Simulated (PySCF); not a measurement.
Method: UPBE in PySCF with Se def2-SVP; no relativity; density-fitted integrals.

```xyz
3
charge 1 multiplicity 2, angstrom
Se    0.0000    0.0000   -0.9783
Se    1.6951    0.0000    0.4891
Se   -1.6951    0.0000    0.4891
```

[Se3]+ (doublet), along the line from Se1 (at 0) through Se2 (at 2.242 Å).

Q: Tabulate the fields along this line at -0.67, -0.45, -0.22, 0.11, 0.34, 0.56, 0.78, 1.01, 1.23, 1.46, 1.68, 1.91, 2.13, 2.47, 2.69, 2.91, 3.14, 3.36, 3.59 Å.

A: 
```
distance (Å)  electron density (e/Å³)  spin density (e/Å³)  electron localisation function  electrostatic potential (V)
       -0.67                     1.49             -0.00362                           0.212                         52.5
       -0.45                     9.83            -0.000607                           0.506                          130
       -0.22                     95.3              0.00267                            0.64                          599
        0.11                      437               0.0251                           0.566                         2090
        0.34                     34.6              0.00155                           0.762                          247
        0.56                     3.12             -0.00525                           0.192                         80.8
        0.78                     1.11             -0.00316                           0.389                         38.2
        1.01                    0.832               0.0057                           0.698                         23.7
        1.23                    0.807               0.0165                           0.654                         23.6
        1.46                     1.05               0.0247                           0.325                         37.9
        1.68                     3.07               0.0167                           0.194                         80.2
        1.91                     34.6               0.0035                           0.763                          246
        2.13                      437              -0.0218                           0.567                         2090
        2.47                     95.1             -0.00235                           0.639                          598
        2.69                     9.83               0.0026                           0.511                          129
        2.91                     1.45              0.00985                           0.202                         51.9
        3.14                    0.625              0.00743                            0.58                         25.6
        3.36                    0.278              0.00372                           0.738                         14.8
        3.59                    0.112              0.00179                           0.666                         9.94
```

On a grid of 0.11 Å the density has a local minimum along the bond near 1.12 Å from Se, at 0.79 e/Å³, where the ELF is 0.71.
